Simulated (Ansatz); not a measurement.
C3H6OZn can be A, `CC[C](=O)[ZnH]`, or B, `[CH3][Zn][CH2]C=O`.

Computed with Ansatz on PBE0-D4/def2-TZVP structures; ΔE is electronic, products minus reactants. CCSD(T)/CBS is the MP2 limit (def2-TZVPP, def2-QZVPP) plus CCSD(T) − MP2 in def2-TZVPP, frozen cores. Functionals use def2-TZVPP. B3LYP here is the variant with VWN-RPA as its local correlation; programs differ in this. For Zn outer-core shells are correlated without core-valence functions, which leaves a few kJ/mol of doubt a bond. Scalar relativity is left out up to krypton. One conformer a species, not always the lowest.

A:

```xyz
11

C     1.1266   -0.5651    0.5546
C    -0.0446   -0.8927   -0.3578
C    -1.1600    0.1185   -0.2393
O    -2.3108   -0.2246   -0.0791
Zn   -0.8888    2.1050   -0.3196
H     1.9539   -1.2586    0.3969
H     0.8360   -0.6221    1.6061
H     1.5079    0.4445    0.3689
H    -0.4513   -1.8893   -0.1613
H     0.2867   -0.8665   -1.4046
H    -0.8555    3.6508   -0.3649
```

B:

```xyz
11

C    -0.822    1.045    2.057
Zn   -0.311   -0.018    0.522
C     0.214   -1.135   -1.020
C     0.991   -0.302   -1.944
O     2.185   -0.119   -1.895
H    -0.001    1.103    2.775
H    -1.079    2.063    1.752
H    -1.688    0.612    2.562
H    -0.697   -1.523   -1.480
H     0.823   -1.941   -0.602
H     0.388    0.216   -2.726
```

Task: Which is lower in electronic energy at CCSD(T)/CBS, and by how much? (An estimate is asked.)

Result: The calculation gave: B, by 14.4 kcal/mol.

Task: Give E(B) − E(A) in kcal/mol with MP2/def2-TZVPP, B2PLYP, PBE0-D4, ωB97M-V, B3LYP-D4, B3LYP, PBE-D4. (An estimate is asked.)

Result: The calculation gave: MP2/def2-TZVPP -16.7, B2PLYP -14.6, PBE0-D4 -13.9, ωB97M-V -13.3, B3LYP-D4 -12.9, B3LYP -14.0, PBE-D4 -13.5. None reverses the order clearly.

Largest T1 diagnostic: 0.016.

In def2-TZVPP, CCSD(T) changes the Hartree–Fock value by −1.9 kcal/mol (the triples alone add −0.1 kcal/mol) and MP2 by −4.7 kcal/mol. The D4 term adds +1.1 kcal/mol with B3LYP and +0.6 kcal/mol with PBE0; it sums over pairs of atoms, weighted by their polarisabilities, and B3LYP, whose exchange is more repulsive, gets the larger term.
